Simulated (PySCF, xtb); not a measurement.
C3H2Cl2F2, SMILES FC(C=C(Cl)Cl)F. One conformer was computed; it need not be the lowest.

Harmonic wavenumbers (cm⁻¹) from xtb with GFN2-xTB at its own minimum, in rising order: 17, 105, 140, 235, 347, 399, 418, 482, 513, 648, 795, 802, 1006, 1039, 1094, 1186, 1249, 1279, 1648, 2909, 3100.

### Question
What does PBE-D3(BJ)/def2-SVP (PySCF) give at its own minimum? (The exact figures need the calculation; the answer reports its results.)

### Answer
37, 104, 153, 251, 362, 419, 448, 503, 550, 676, 800, 867, 1058, 1082, 1113, 1197, 1323, 1353, 1647, 3009, 3139. Paired by order, the mean absolute difference is 33 cm⁻¹ and the zero-point energies are 27.8 and 28.7 kcal/mol.
